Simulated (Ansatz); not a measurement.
`CC(C)[O][Zn][NH2]`. Charge 0, multiplicity 1. The geometry is a stationary point of PBE0-D4/def2-TZVP. It is one conformer, not always the lowest.

```xyz
15

C    -0.157   -1.100   -1.385
C    -0.840   -0.913   -0.041
C     0.053   -1.363    1.102
O    -1.275    0.408    0.134
Zn   -0.182    1.803    0.221
N     0.702    3.378    0.342
H     0.098   -2.147   -1.567
H     0.773   -0.519   -1.421
H    -0.808   -0.756   -2.192
H    -1.745   -1.538   -0.031
H     0.987   -0.786    1.102
H     0.317   -2.420    1.019
H    -0.448   -1.205    2.059
H     1.314    3.488    1.139
H     1.211    3.670   -0.481
```

(1) What is the dipole moment at ωB97M-V/def2-TZVPP? (Best estimate.)

(2) And with PBE, r2SCAN, B3LYP? (An estimate is asked.)

(3) Give the Mulliken charges with ωB97M-V, PBE, r2SCAN in def2-TZVPP. (An estimate is asked.)

Results:

(1) Ansatz gave: 2.02 D, with components (1.94, -0.52, -0.18) D in this frame, pointing from negative to positive charge.

(2) Computed: PBE 1.85 D, r2SCAN 1.90 D, B3LYP 1.97 D.

(3) Computed: 
```csv
atom,ωB97M-V,PBE,r2SCAN
C1,-0.31,-0.26,-0.17
C2,0.17,0.27,0.37
C3,-0.31,-0.26,-0.17
O4,-0.50,-0.42,-0.52
Zn5,0.47,0.29,0.42
N6,-0.40,-0.39,-0.46
H7,0.10,0.07,0.04
H8,0.08,0.06,0.02
H9,0.12,0.09,0.06
H10,0.07,0.04,-0.01
H11,0.08,0.06,0.02
H12,0.10,0.07,0.04
H13,0.12,0.09,0.06
H14,0.11,0.14,0.15
H15,0.11,0.14,0.15
```

B3LYP here is the variant with VWN-RPA as its local correlation; programs differ in this.
